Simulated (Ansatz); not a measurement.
Cartesian coordinates in Å:
```
O -1.6621 -0.7781 -0.5663
Ge -0.8212 0.7408 -1.0614
C 0.4593 1.0109 0.3738
Si 1.2693 -0.5688 0.9362
O 0.1620 -1.6861 1.3319
F 2.1774 -1.0569 -0.2908
H -2.2427 -1.1456 -1.2350
H -1.8801 1.8561 -1.1603
H -0.1606 0.5040 -2.4314
H -0.0679 1.4662 1.2171
H 1.2178 1.7216 0.0325
H 2.1743 -0.3936 2.0904
H -0.6254 -1.6705 0.7632
```

Charge 0, multiplicity 1.

Task: List the PBE0/def2-TZVPP orbital energies in eV (Ansatz). (Estimate.)

Result: Computed: Occupied: -10860.59, -1803.45, -1358.80, -1208.63, -1208.61, -1208.60, -673.40, -522.97, -522.34, -278.32, -171.58, -145.60, -121.42, -121.34, -121.33, -100.31, -100.27, -100.24, -34.37, -34.20, -34.20, -34.13, -34.12, -32.80, -28.06, -27.71, -20.08, -15.96, -15.39, -14.10, -13.47, -12.51, -12.40, -11.98, -11.45, -10.63, -10.57, -10.16, -9.79, -9.34, -8.93, -8.53. Lowest empty: -0.15, 0.90, 0.96, 1.55, 1.80, 1.98, 2.37, 2.50.
